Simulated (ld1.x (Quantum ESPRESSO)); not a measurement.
# Configuration tests for Cr (PAW)

```json
{"Element": "Cr", "Generator": "ld1.x (Quantum ESPRESSO) 7.5", "Type": "PAW", "Functional": "PBE", "Relativity": "scalar-relativistic", "Frozen core": "[Ne]", "Valence charge": "14", "Reference configuration": "3s2 3p6 3d5 4s1 4p0", "Partial waves": "3s (bound): rcut 1.20, rcutus 1.40 bohr; 4s (bound): rcut 1.20, rcutus 1.40 bohr; 3p (bound): rcut 1.35, rcutus 1.50 bohr; 4p (bound, empty): rcut 1.35, rcutus 1.50 bohr; 3d (bound): rcut 1.15, rcutus 1.45 bohr; 3d channel at 3.15 Ry: rcut 1.15, rcutus 1.45 bohr", "Local potential": "all-electron potential smoothed inside 1.45 bohr (lloc = -1)", "Core correction": "Bessel-smoothed model core inside 0.95 bohr", "Augmentation charge": "PSQ, inside the norm-conserving radii"}
```

Energies are relative to the spin-unpolarised reference configuration 3s2 3p6 3d5 4s1 4p0; without spin polarisation the order of configurations can differ from experiment. The frozen-core shift is the all-electron ΔE with the core orbitals held at their reference shape minus the fully relaxed ΔE.

Question: Give the all-electron excitation energy and the error of the potential for: 3s2 3p6 3d5 4s0 4p0; 3s2 3p6 3d4 4s0 4p0; 3s2 3p6 3d3 4s0 4p0; 3s2 3p6 3d2 4s0 4p0; 3s2 3p6 3d6 4s0 4p0; 3s1 3p6 3d5 4s1 4p0; 3s2 3p6 3d4 4s1 4p0.

Answer:

```tsv
valence configuration	charge	ΔE all-electron (eV)	error AE − PS (meV)	frozen-core shift (meV)
3s2 3p6 3d5 4s0 4p0	+1	6.901	-0.9	+1.1
3s2 3p6 3d4 4s0 4p0	+2	22.953	-0.2	-0.5
3s2 3p6 3d3 4s0 4p0	+3	53.702	-0.1	-3.0
3s2 3p6 3d2 4s0 4p0	+4	102.062	-9.2	-5.5
3s2 3p6 3d6 4s0 4p0	0	1.732	-0.3	+1.5
3s1 3p6 3d5 4s1 4p0	+1	80.250	-18	+12
3s2 3p6 3d4 4s1 4p0	+1	7.987	+0.6	-1.5
```

A variational frozen-core shift is positive and of second order in the change. This column holds negative values, so the frozen-core run of ld1.x carries numerical noise or an error of first order here, and the column gives no more than the rough size of the effect.
